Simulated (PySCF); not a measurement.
**A ladder of Hamiltonians for Mo³²⁺ (molybdenum, charge +32)**

Occupied: 1s1/2, 2s1/2, 2p1/2, 2p3/2. Hartree-Fock calculated with PySCF 2.14 in an uncontracted even-tempered set (20 s from 4 bohr⁻², ratio 2.3; 14 p from 4.8 bohr⁻², ratio 2.3), Gaussian nucleus throughout. NR is non-relativistic, sf-X2C the spin-free one-electron X2C Hamiltonian, X2C adds the bare one-electron spin-orbit term, X2C-SNSO screens it by Boettger's factors, DC is four-component Dirac-Coulomb, and the Gaunt and Breit terms are added at first order (total energies over the DC spinors, levels after relaxing the spinors in that mean field). QED terms are absent. Levels marked empty are virtual spinors of this ion.

```csv
Hamiltonian,E (hartree)
NR,-3175.2094
sf-X2C,-3240.3660
X2C,-3240.8159
X2C-SNSO,-3240.7732
DC,-3241.5366
DC+Gaunt,-3239.2699
DC+Breit,-3239.4664
```

```tsv
level (eV)	NR	sf-X2C	X2C	X2C-SNSO	DC	DC+Gaunt	DC+Breit
1s1/2	-21402.5	-21902.3	-21901.5	-21901.5	-21915.9	-21878.4	-21880.7
2s1/2	-4458.3	-4591.2	-4591.0	-4591.0	-4592.6	-4589.1	-4589.3
2p1/2	-4251.8	-4294.8	-4375.4	-4371.4	-4372.0	-4365.7	-4366.4
2p3/2	-4251.8	-4294.8	-4257.3	-4259.1	-4260.2	-4255.7	-4256.4
3s1/2 (empty)	-1752.1	-1791.0	-1790.9	-1790.9	-1791.3	-1790.4	-1790.5
3p1/2 (empty)	-1685.7	-1702.2	-1721.7	-1720.7	-1720.9	-1719.3	-1719.6
3p3/2 (empty)	-1685.7	-1702.2	-1693.0	-1693.5	-1693.7	-1692.6	-1692.9
```

Question: How large are the two-electron picture-change error of X2C and the Breit correction in the total energy?

Answer: X2C-1e lies 0.7207 hartree above Dirac-Coulomb; Gaunt adds 2.2666 and the full Breit term 2.0701 hartree.

| interval (eV) | X2C | X2C-SNSO | DC | DC+Gaunt | DC+Breit |
| --- | --- | --- | --- | --- | --- |
| 2p3/2 − 2p1/2 | 118.1 | 112.3 | 111.8 | 110.0 | 110.0 |
| 3p3/2 − 3p1/2 | 28.67 | 27.26 | 27.19 | 26.71 | 26.71 |

Weight of the small component: 1s1/2 0.0235, 2s1/2 0.00503, 2p1/2 0.00497, 2p3/2 0.00483, 3s1/2 0.00184, 3p1/2 0.00181, 3p3/2 0.00178.

Koopmans' value for the highest occupied level at DC+Breit: 4256.4 eV, against an ionisation energy of 4259 ± 2.4 eV (semi-empirical (NIST evaluation); NIST Atomic Spectra Database, ionization energies); the former lacks relaxation, correlation, QED and recoil.

The whole ladder took 170 s of wall time on 1 thread of Neoverse-N1 (shared host), launched as `OMP_NUM_THREADS=1 python relrun2.py TASK.json OUT` (a driver that calls PySCF for each Hamiltonian).
